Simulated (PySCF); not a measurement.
HgCl2, SMILES [Cl][Hg][Cl]. Atoms are numbered in the order given.

```xyz
3

Hg     0.0000     0.0000     0.0000
Cl     0.0000     0.0000    -2.2752
Cl     0.0000     0.0000     2.2752
```
Charge 0, spin multiplicity 1.

Geometry optimised at PBE-D3(BJ)/def2-TZVP. The isomer is the one that the SMILES or the coordinates give; other isomers of the formula were not compared. The def2 effective core potentials stand for the cores of Hg; spin–orbit coupling is left out.

These are PBE-D3(BJ)/def2-TZVP (PySCF) values and carry that method's errors.

Frequencies are harmonic and unscaled.

Modes within 1.5 cm⁻¹ of each other (mostly degenerate sets) share a row, with their intensities summed.

| mode | ν (cm⁻¹) | IR (km/mol) | moving atoms (share of kinetic energy) |
|---|---|---|---|
| 1–2 | 97 | 6.3 | Cl 74 %, Hg 26 % |
| 3 | 336 | 0.0 | Cl 100 % |
| 4 | 391 | 49.7 | Cl 74 %, Hg 26 % |
